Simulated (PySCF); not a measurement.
# Bond curve of ZrH⁺

Set-up: PySCF, scalar-relativistic core potentials, basis sets Zr def2-TZVPPD with ECP28, H def2-TZVPPD. Energies in eV from Zr⁺ (4d2 5s1) + H in their ground configurations at the same level. State: ³Δ (triplet), unpaired electrons σ ↑, δ ↑.

```json
{"R (Å)": "1.622", "UHF-CCSD(T)": "-2.380", "UHF-CCSD": "-2.325"}
{"R (Å)": "1.694", "UHF-CCSD(T)": "-2.535", "UHF-CCSD": "-2.480"}
{"R (Å)": "1.748", "UHF-CCSD(T)": "-2.595", "UHF-CCSD": "-2.539"}
{"R (Å)": "1.802", "UHF-CCSD(T)": "-2.614", "UHF-CCSD": "-2.559"}
{"R (Å)": "1.856", "UHF-CCSD(T)": "-2.601", "UHF-CCSD": "-2.545"}
{"R (Å)": "1.928", "UHF-CCSD(T)": "-2.542", "UHF-CCSD": "-2.485"}
{"R (Å)": "2.018", "UHF-CCSD(T)": "-2.418", "UHF-CCSD": "-2.358"}
{"R (Å)": "2.126", "UHF-CCSD(T)": "-2.217", "UHF-CCSD": "-2.153"}
```

Q: Put a parabola through the three lowest points of the UHF-CCSD(T) curve and estimate Re, k and ωe (reduced mass 0.9967 u; 1 eV/Å² = 0.16022 mdyn/Å; ωe = 1302.8·√(k/μ) cm⁻¹).

A: Through R = 1.748, 1.802, 1.856 Å the second-order coefficient is 5.49 eV/Å², so Re ≈ 1.807 Å, k ≈ 1.76 mdyn/Å and ωe ≈ 1730 cm⁻¹. A polynomial fit of higher order to the unrounded UHF-CCSD(T) energies gives Re = 1.806 Å, k = 1.77 mdyn/Å, ωe = 1738 cm⁻¹; anharmonicity and rounding make the difference.

The higher-order fit for each curve: UHF-CCSD(T): Re = 1.806 Å, ωe = 1738 cm⁻¹, De = 2.61 eV; UHF-CCSD: Re = 1.805 Å, ωe = 1747 cm⁻¹, De = 2.56 eV.

Correlated steps freeze no core orbitals. Spin–orbit coupling is left out, which matters for elements this heavy, above all for dissociation energies. For an ion De counts to the pair picked by the measured ionisation energies or electron affinities, which need not be the lowest pair at this level. With d or f electrons several states lie close, and the lowest PBE0 determinant need not be the measured ground state.
